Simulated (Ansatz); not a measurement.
Consider the ligand exchange at the Si–C bond: `C[SiH](O)[SiH](O)O` + CH₃OH → `CO[SiH](O)[SiH](O)O` + CH₄.

Computed with Ansatz on PBE0-D4/def2-TZVP structures; ΔE is electronic, products minus reactants. CCSD(T)/CBS is the MP2 limit (def2-TZVPP, def2-QZVPP) plus CCSD(T) − MP2 in def2-TZVPP, frozen cores. This one scheme is used for every species. Functionals use def2-TZVPP. B3LYP here is the variant with VWN-RPA as its local correlation; programs differ in this. Each species was taken in one conformer, which may not be the lowest.

```csv
level,ΔE (kJ/mol)
PBE-D4,-94.8
B3LYP-D4,-109.3
ωB97M-V,-103.1
B2PLYP,-108.6
PBE0,-95.9
MP2/def2-TZVPP,-106.9
CCSD(T)/def2-TZVPP,-105.2
SCS-MP2/def2-QZVPP,-109.5
```

Problem. What does CCSD(T)/CBS give? (An estimate is asked.)

Solution. The calculation gave: -104.7 kJ/mol. The listed levels differ from it by 9.9, -4.6, 1.6, -3.9, 8.8, -2.2, -0.5, -4.8 kJ/mol.

Largest T1 diagnostic among the species: 0.012.

In def2-TZVPP, CCSD(T) changes the Hartree–Fock value by +13.9 kJ/mol (the triples alone add +1.3 kJ/mol) and MP2 by +12.2 kJ/mol.
